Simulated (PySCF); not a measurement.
SbCl₂Br, SMILES [Sb]([Cl])([Br])[Cl].

Geometry: r2SCAN-D4/def2-SVP. The def2 effective core potentials stand for the cores of Sb; spin–orbit coupling is left out.

Method: r2SCAN-D4/def2-SVP in PySCF.

Frequencies are harmonic and unscaled.

```tsv
mode	ν (cm⁻¹)	IR (km/mol)	moving atoms (share of kinetic energy)
1	95	0.5	Cl 62 %, Br 26 %, Sb 12 %
2	106	1.4	Cl 71 %, Br 21 %
3	132	3.4	Cl 68 %, Sb 25 %
4	253	37.9	Br 57 %, Sb 43 %
5	360	67.5	Cl 75 %, Sb 25 %
6	369	38.5	Cl 78 %, Sb 21 %
```
